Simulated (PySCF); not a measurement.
C₃H₁₃Si₃ (doublet state).
Cartesian coordinates in Å at the GFN2-xTB level; atoms count from 1:
```xyz
19
C3H13Si3 angstrom
C      2.6709    0.1276    0.2399
C      1.6050   -0.8464    0.5573
Si     0.2543   -1.3373   -0.5966
C     -1.2704   -0.1714   -0.4795
Si    -2.1100   -0.2253    1.2240
Si    -0.8820    1.6029   -1.0352
H      2.6075    1.0007    0.8978
H      2.6100    0.4670   -0.7909
H      3.6600   -0.3091    0.4103
H      1.6367   -1.2451    1.5615
H     -0.1847   -2.7065   -0.2850
H      0.7483   -1.2912   -1.9828
H     -1.9934   -0.5722   -1.1977
H     -2.4895   -1.6013    1.5609
H     -1.2034    0.2848    2.2558
H     -3.3246    0.5982    1.2166
H     -0.2648    1.5953   -2.3666
H      0.0362    2.2447   -0.0905
H     -2.1157    2.3937   -1.1068
```

The hyperfine couplings belong to this conformer and change with its torsions.

Identity: `C[CH][SiH2]C([SiH3])[SiH3]` [radical].

Theory: UKS B3LYP, pcH-1 on C H Si, non-relativistic, mean-field spin-orbit, GIAO in PySCF. One conformer (not necessarily the lowest) at the GFN2-xTB geometry, without solvent, vibrations or thermal averaging. The geometry wasn't refined by DFT: couplings that depend on bond lengths, twists or pyramidal angles can differ widely from those at the functional's own minimum. Stability of the SCF solution: not tested.

The largest Mulliken spin populations are on C2 (+0.99) and C1 (-0.08). No atom but C2 exceeds +0.15. The positive populations add up to 1.14 and the negative ones to -0.14, together 2S = 1. The angles at C2 add up to 360.0°, so it is planar; its axial dipolar tensor and the negative coupling of its proton fit spin in a p orbital normal to that plane.

Q: McConnell's relation a(H) = Q·ρ ties the coupling of a proton on a planar π carbon to the spin population of that carbon. What Q do the computed values give?

A: 
```tsv
H	C	ρ(C)	a(H) (G)	a/ρ (G)
H10	C2	+0.994	-19.88	-20.0
```

One proton gives one ratio, Q = -20.0 G, and no test of linearity.

Q: How do the β-proton couplings of this frozen conformer go with θ, the angle between the C–H bond and the normal to the plane of the spin centre's three neighbours, both seen down the bond from centre to carbon?

A: 
```csv
β H,on,centre,θ (°),cos²θ,a (G)
H7,C1,C2,28,0.78,+44.58
H8,C1,C2,87,0.00,+0.78
H9,C1,C2,35,0.67,+40.05
```

Fitting the Heller–McConnell form a = ρ(B0 + B2 cos²θ), with Mulliken ρ = 0.99, gives B0 = 0.7 G and B2 = 57.3 G, with a largest miss of 0.9 G. By this fit the coupling would be 57.7 G at θ = 0° and 0.7 G at 90°.

Q: What would the freely rotating methyl group on C1 show?

A: Three equal couplings, a 1:3:3:1 quartet. The mean of the three values of this geometry estimates the splitting: 28.5 G, or 79.8 MHz (three bonds 120° apart have a mean cos²θ of 1/2 at any torsion).

Couplings in gauss use g_iso = 2.0026.
